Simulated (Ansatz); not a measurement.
C2H8OSi2, SMILES `O[Si]1([SiH3])CC1`, charge 0, multiplicity 1.

**Question.** Give a relaxed structure at PBE0-D4/def2-TZVP (the Gaussian-basis code of Ansatz). (Estimate.)

**Answer.** Ansatz gave: 
```xyz
13

O    -1.712   -1.298    0.249
Si   -0.411   -0.306    0.048
Si   -0.469    0.683   -2.045
C     0.374    0.553    1.476
C     1.192   -0.640    0.891
H    -1.797   -1.766    1.081
H     0.732    1.555   -2.150
H    -1.689    1.514   -2.219
H    -0.424   -0.336   -3.128
H    -0.023    0.397    2.476
H     0.810    1.540    1.364
H     1.283   -1.505    1.543
H     2.136   -0.391    0.415
```
Point group Cs.
This is one stationary point; other conformers may exist.
